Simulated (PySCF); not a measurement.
C₃H₇FGe.
SMILES with atom numbers: `[CH2:1]=[C:2]([CH3:3])[GeH2:4][F:5]` (hydrogens: H6, H7 on C1; H8, H9, H10 on C3; H11, H12 on Ge4)

Computed with PBE0-D3(BJ)/def2-SVP geometry optimisation, gas phase (PySCF).

(1) List the bond lengths, angles and torsions at this level.

Answers

(1) 
```csv
bond,length (Å)
C1=C2,1.339
C2–C3,1.498
C2–Ge4,1.937
Ge4–F5,1.752
C1–H6,1.097
C1–H7,1.095
"C3–H8, C3–H9, C3–H10",1.102
"Ge4–H11, Ge4–H12",1.538
```

Bonds in one row agree within 0.01 Å and their mean is given. A selection of angles:
```csv
angle,degrees
C2–C1–H6,121.4
C2–C1–H7,122.3
H6–C1–H7,116.4
C1–C2–C3,123.8
C1–C2–Ge4,118.3
C3–C2–Ge4,117.8
C2–C3–H8,110.5
C2–C3–H9,111.8
H8–C3–H9,108.4
H8–C3–H10,106.4
C2–Ge4–F5,106.8
C2–Ge4–H11,111.6
C2–Ge4–H12,113.1
F5–Ge4–H11,107.0
F5–Ge4–H12,104.6
H11–Ge4–H12,113.0
```

Dihedral angles: C1–C2–Ge4–F5 -124° (anticlinal). The mirror-image conformer, all signs reversed, is as good.

Of the pairs four or more bonds apart, H6···H9 is among the closest relative to their van der Waals radii: 2.45 Å, 102 % of the sum of Bondi's values. The C–C distances run from 1.339 Å (C1=C2, drawn double) to 1.498 Å (C2–C3, drawn single), a spread of 0.159 Å. Ge4 (germanium bonded to C, F and 2 H) is distorted tetrahedral (angles from 104.6° to 113.1°).

Point group: C1 (no symmetry element, even within 0.4 Å). Stationary, but not proved a minimum. The numbers are those of one conformer.
